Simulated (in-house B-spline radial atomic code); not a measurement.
# Solving the quasi-particle equation for 6s up of Yb⁺

Configuration [Xe] 4f14 6s1, highest spin, start Hartree-Fock, empty levels kept to 800 hartree. Computed with an all-electron radial atomic-structure program (B-spline basis): all electrons, scalar-relativistic (spin-free one-electron X2C), finite nucleus, each spin shell either full or empty, empty states to l = 9 with an (l + 1/2)⁻⁴ tail; G0W0 by contour deformation at full frequency.

Without the two-electron picture change, the correlation of inner shells comes somewhat too large for so heavy an element.

RPA overbinds a lone outer s electron by self-correlation, and G0W0 tends to as well.

At the mean-field level ε = -11.314 eV the matrix elements are Σx = -8.192 eV, v_xc = -8.192 eV and Σc(ε) = -0.96 eV, and the slope of the correlation self-energy is dΣc/dω = -0.0339. The quasi-particle energy solves E = ε + Σx − v_xc + Σc(E).

Question: What does the linearised equation give?

Answer: Z = 1/(1 − dΣc/dω) = 1/1.0339 = 0.9672. The first-order shift is Σx − v_xc + Σc(ε) = -8.192 − (-8.192) + (-0.96) = -0.960 eV, so E ≈ ε + Z × shift = -11.314 + 0.9672 × (-0.960) = -12.243 eV.

Question: How does that compare with the full solution and with static screening?

Answer: Solving the equation at full frequency dependence gives E = -12.243 eV, where Σc = -0.929 eV and the weight is 0.968; the linearised value is off by 1 meV. Leaving Z out would give -12.274 eV. Static COHSEX puts -1.683 eV in place of Σc and gives -12.997 eV, 0.75 eV deeper. The tabulated removal energy is 12.179 eV (NIST, measured); the run leaves out spin-orbit coupling, Breit and QED terms.
